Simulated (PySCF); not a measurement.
Cd(F)(SiH3) (CdFH₃Si), SMILES [SiH3][Cd][F]. Atoms are numbered in the order given.

```xyz
6

Cd     0.0000     0.0000    -0.3487
F      0.0000     0.0000    -2.3044
Si     0.0000     0.0000     2.1132
H     -1.2071    -0.6969     2.6302
H      0.0000     1.3938     2.6302
H      1.2071    -0.6969     2.6302
```

The structure is a stationary point at PBE0-D3(BJ)/def2-TZVP. The def2 effective core potentials stand for the cores of Cd; spin–orbit coupling is left out.

Level of theory: PBE0-D3(BJ)/def2-TZVP in PySCF.

Frequencies are harmonic and unscaled.

Modes within 1.5 cm⁻¹ of each other (mostly degenerate sets) share a row, with their intensities summed.

| mode | ν (cm⁻¹) | IR (km/mol) | moving atoms (share of kinetic energy) |
|---|---|---|---|
| 1–2 | 101 | 27.2 | F 53 %, Cd 27 %, Si 14 % |
| 3 | 300 | 1.3 | Si 73 %, Cd 13 % |
| 4–5 | 470 | 2.6 | H 89 %, Si 10 % |
| 6 | 565 | 120.9 | F 82 %, Cd 17 % |
| 7 | 852 | 255.6 | H 91 %, Si 9 % |
| 8–9 | 940 | 84.5 | H 97 % |
| 10 | 2216 | 50.6 | H 99 % |
| 11–12 | 2230 | 140.1 | H 96 % |
